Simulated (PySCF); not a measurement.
SMILES [F][Ge]([F])([SH])[SH] (H2F2GeS2), singlet (PBE0/def2-SVP optimised geometry):

```
7

F     -0.859    -1.282     1.341
Ge    -0.158    -0.444     0.000
F     -0.665    -1.414    -1.339
S      2.027    -0.444     0.000
S     -1.000     1.573     0.000
H      2.062    -1.573    -0.744
H     -2.062     1.166     0.733
```

Calculation: PySCF with PBE0/def2-TZVP.

Question: What are the frontier orbital energies and the dipole moment?

Answer: HOMO-2 -9.83 eV, HOMO-1 -8.49 eV, HOMO -8.43 eV, LUMO -1.32 eV, LUMO+1 -0.22 eV; dipole moment 1.11 D.

On the same geometry PySCF with PBE/def2-TZVP gives HOMO-2 -8.45 eV, HOMO-1 -7.18 eV, HOMO -7.12 eV, LUMO -2.32 eV, LUMO+1 -1.14 eV; dipole moment 1.03 D.

Meta-Löwdin charges at PBE0/def2-TZVP: F1 -0.50, Ge2 1.23, F3 -0.50, S4 -0.25, S5 -0.25, H6 0.13, H7 0.13.
